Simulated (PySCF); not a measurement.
Molecule: SMILES [SiH3]Cc1ccncc1, C6H9NSi.

Bonds (- single, = double, # triple, : aromatic): Si1-C2, C2-C3, C3:C4, C4:C5, C5:N6, N6:C7, C7:C8, C8:C3. Si1 carries H9, H10, H11; C2 carries H12, H13; C4 carries H14; C5 carries H15; C7 carries H16; C8 carries H17.

Frames of a GFN2-xTB Langevin trajectory at 200 K; GIAO PBE0/pcSseg-1 shieldings in PySCF 2.14, gas phase, non-relativistic; equivalent atoms averaged within each frame.

Shifts are taken against calculated references (same method and geometry level): 29Si (σref 349.16), 13C (σref 186.93), 1H (σref 31.72) against TMS; 15N (σref 267.73) vs NH3. The references are static minima.

How do the shifts (ppm) fluctuate along the trajectory?

Answers


```tsv
time (fs)	Si1	C5/C7	C3	C4/C8	C2	N6	H15/H16	H14/H17	H9/H10/H11	H12/H13
optimised geometry	-60.5	156.1	155.4	127.3	21.8	350.2	8.83	7.16	3.93	2.35
250	-54.0	157.7	156.8	125.0	20.0	364.1	8.89	6.92	4.33	2.20
425	-55.0	154.3	152.7	127.5	19.7	341.0	8.38	7.28	4.83	2.15
625	-70.9	160.7	153.6	125.4	19.9	354.6	8.69	7.36	3.58	2.72
800	-60.3	156.1	153.6	130.0	14.3	380.2	9.05	7.20	3.73	1.16
1000	-63.5	156.4	155.0	126.0	26.7	352.5	9.09	6.95	4.02	2.45
mean of frames	-60.7	157.0	154.3	126.8	20.1	358.5	8.82	7.14	4.10	2.14
standard deviation	6.9	2.4	1.6	2.0	4.4	14.7	0.29	0.20	0.50	0.59
```

5 frames give an uncertainty of the mean of about the standard deviation over 2.2 at best, since frames this close in time may not be independent; classical motion lacks zero-point vibration, and the reference would need the same averaging.
